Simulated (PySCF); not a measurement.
Which level of theory gave which numbers?

C3H12BP.
SMILES with atom numbers: `[BH3-:1][P+:2]([CH3:3])([CH3:4])[CH3:5]` (hydrogens: H6, H7, H8 on B1; H9, H10, H11 on C3; H12, H13, H14 on C4; H15, H16, H17 on C5)

The closed-shell ground state was solved 5 times with PySCF (density fitting, gas phase), always in the pcSseg-1 basis (152 functions), with these functionals: B97-2, BHandHLYP, CAM-B3LYP, LC-wPBE and wB97X-D. Isolated species at its PBE0-D3(BJ)/def2-SVP geometry, gas phase.

| row | total energy (Eh) | HOMO (eV) | LUMO (eV) | dipole (D) |
| --- | --- | --- | --- | --- |
| P | -487.5405 | -10.67 | 2.90 | 5.42 |
| Q | -487.6338 | -9.34 | 1.56 | 5.34 |
| R | -487.6171 | -9.13 | 1.39 | 5.38 |
| S | -487.6969 | -7.73 | 0.80 | 5.27 |
| T | -487.6799 | -9.84 | 2.54 | 5.32 |

Question: Which functional belongs to which row?

Answer: P = LC-wPBE, Q = CAM-B3LYP, R = BHandHLYP, S = B97-2, T = wB97X-D. By rising HOMO–LUMO gap: B97-2 (global hybrid, 21 % exact exchange) 8.53 eV; BHandHLYP (global hybrid, 50 % exact exchange) 10.52 eV; CAM-B3LYP (range-separated hybrid) 10.90 eV; wB97X-D (range-separated hybrid) 12.38 eV; LC-wPBE (range-separated hybrid) 13.57 eV. Total energies of different functionals aren't bounds to one another; each is stationary for its own functional.

Note: wB97X-D ran without an empirical dispersion term, which enters the total energy and its gradient alone.
